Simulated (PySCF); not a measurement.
C$_{2}$H$_{8}$BN (SMILES CBNC), singlet, geometry from GFN2-xTB. Base run: PBE/6-31G, polarisability (PySCF).

The PySCF input:
```python
from pyscf import gto, scf, dft
from pyscf.prop import polarizability

mol = gto.M(
    atom='''
B    -0.589798   -0.099154    0.840430
H    -1.510874   -0.380276    1.513981
C     0.702699    0.601330    1.443577
H     1.596110   -0.001741    1.286108
H     0.617923    0.774572    2.513065
H     0.890527    1.567148    0.976040
N    -0.679173   -0.405085   -0.504147
C     0.292715   -0.174380   -1.548427
H    -1.511281   -0.850439   -0.864031
H    -0.119668    0.473354   -2.327998
H     0.595712   -1.117319   -2.013624
H     1.172263    0.304360   -1.127567
''',
    basis='6-31g',
    charge=0,
    spin=0,
    verbose=4,
)

mf = dft.RKS(mol)
mf.xc = 'pbe'
mf.kernel()
alpha = mf.Polarizability().polarizability()[2, 2]
print('alpha_zz =', alpha)
```

The base run was repeated with changes; each row names its change, and settings that it needs were set with it.

| change | alpha_zz (bohr³) | basis functions | core-seconds (rough) |
|---|---|---|---|
| base | 51.08 | 52 | 10 |
| basis = 6-31G* | … | … | 20 |
| functional = pbe0 | 49.40 | 52 | 10 |
| functional = camb3lyp | … | 52 | 20 |
| basis = cc-pVDZ | 55.04 | 96 | 20 |
| finite field (a.u.) = 0.05; conv_tol = 1e-11 | 52.34 | 52 | 20 |
| finite field (a.u.) = 2e-4; conv_tol = 1e-6 | 40.13 | 52 | 6 |
| functional = hf | 46.01 | 52 | 1 |
| finite field (a.u.) = 0.001; conv_tol = 1e-11 | 51.08 | 52 | 10 |
| finite field (a.u.) = 2e-4; conv_tol = 1e-11 | 51.08 | 52 | 10 |
| basis = 6-31+G* | 57.64 | 88 | 20 |
| finite field (a.u.) = 0.02; conv_tol = 1e-11 | 51.26 | 52 | 10 |

**Question.** Some entries are withheld; supply them.

**Answer.** 
- basis = 6-31G*, alpha_zz (bohr³): 51.97
- basis = 6-31G*, basis functions: 72
- functional = camb3lyp, alpha_zz (bohr³): 48.50

Finite-field rows take the second difference of the energy in a field along z; a small field with loose convergence shows SCF noise divided by the square of the field, and a large one adds hyperpolarisability.
